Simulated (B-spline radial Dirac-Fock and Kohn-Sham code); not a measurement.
## Satellites and hypersatellites of the K lines of Sb³⁺

System: Sb³⁺, [Kr] 4d10 5s2, inside a Watson sphere of charge -3 and radius 1.6 Å (a model of the Madelung potential; inside it an electron's potential energy is raised by 27.0 eV).

Input file task.json (cfg lists n, l and occupation; rrms is the nuclear radius in fm):

```json
{"items": [{
  "Z": 51,
  "q": 3,
  "cfg": [[1, 0, 2], [2, 0, 2], [2, 1, 6], [3, 0, 2], [3, 1, 6], [3, 2, 10], [4, 0, 2], [4, 1, 6], [4, 2, 10], [5, 0, 2]],
  "A": 121,
  "rrms": 4.6802,
  "watson": [-3, 1.6],
  "do": ["binding", "quiet", "double"]
}]}
```

Command: `python xray_run.py task.json out`

These are calculated numbers from an atomic code on a B-spline grid; the model is ΔSCF Dirac-Fock with Breit, self-energy and vacuum polarisation, finite nucleus, configuration average. Each two-hole energy is an average over J within one jj subconfiguration, not an observable level; in light atoms, where LS coupling holds, the j-resolved values are not observed lines, and for a K spectator the Kα1 hypersatellite is nearly forbidden. Electron correlation is not included.

Lines without a spectator: Kα2 (K-L2) 26108.7 eV, Kα1 (K-L3) 26357.2 eV, Kβ3 (K-M2) 29675.4 eV, Kβ1 (K-M3) 29722.3 eV. Shifts in eV with one spectator hole (a dash: not computed, or left out as unreliable):

| spectator hole | Kα2 | Kα1 | Kβ3 | Kβ1 |
| --- | --- | --- | --- | --- |
| L2 (2p1/2) | +65.7 | +83.2 | – | +175.0 |
| L3 (2p3/2) | +63.5 | +63.9 | +153.7 | – |
| M2 (3p1/2) | – | +9.81 | +21.79 | +26.41 |
| M3 (3p3/2) | +7.13 | – | +22.21 | +21.67 |
| M4 (3d3/2) | +1.39 | -1.34 | – | – |
| M5 (3d5/2) | -1.86 | +0.17 | – | – |

Task: Where does the K-L3 hypersatellite lie, emitted when both K electrons are missing?

Result: +610.7 eV from the normal line, at 26967.9 eV. Removing both K electrons costs 61834.8 eV, which is 825.3 eV more than twice the K binding energy.

With n spectator holes in 2p, averaged over the 2p shell (energies in eV):

| n | KαLⁿ | step | hypersatellite KαʰLⁿ |
| --- | --- | --- | --- |
| 0 | 26274.3 | – | 26878.5 |
| 1 | 26343.4 | +69.1 | 26949.0 |
| 2 | 26413.7 | +70.3 | 27020.8 |
| 3 | 26485.4 | +71.6 | 27094.0 |
| 4 | 26558.3 | +72.9 | 27168.4 |
| 5 | 26632.5 | +74.2 | 27244.1 |
